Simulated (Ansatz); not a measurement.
C2HMgP: where a starting geometry ends

The starting geometry of this gas-phase triplet was optimised with GFN2-xTB.

```json
{"atom": "C", "x (Å)": "-1.6469", "y (Å)": "-0.3348", "z (Å)": "-1.0707"}
{"atom": "C", "x (Å)": "-0.9082", "y (Å)": "-0.0596", "z (Å)": "-0.1342"}
{"atom": "Mg", "x (Å)": "-1.8364", "y (Å)": "2.2499", "z (Å)": "0.7909"}
{"atom": "P", "x (Å)": "-0.0053", "y (Å)": "0.5102", "z (Å)": "1.1940"}
{"atom": "H", "x (Å)": "-2.1035", "y (Å)": "-0.8160", "z (Å)": "-1.8918"}
```

Where would you expect an optimisation with PBE0-D3(BJ)/def2-SVP to take it?

A new bond forms, giving a structure given below by its coordinates. Distances that change by over a tenth: C2–Mg3 (2.66 → 2.28 Å). Contacts that close: C1–Mg3 (3.19 → 2.25 Å).

The energy falls by 0.17 eV over 16 steps:

```csv
step,E − E(last) (eV)
1,0.175
3,0.126
4,0.115
6,0.087
8,0.039
9,0.012
11,0.000
13,0.000
14,0.000
16,0.000
```

Final geometry (Å):

```xyz
5

C    -1.7472   -0.0165   -0.9149
C    -0.8043   -0.0572   -0.0307
Mg   -1.9986    1.8507    0.3167
P     0.1561    0.3957    1.2605
H    -2.1065   -0.6230   -1.7435
```

Frequencies at the end are all real (lowest 138 cm⁻¹). Open shells are spin-unrestricted. The triplet needn't be the ground state. Run with Ansatz 0.2.0, 84 s on 1 thread of Arm Neoverse V1 (shared host).
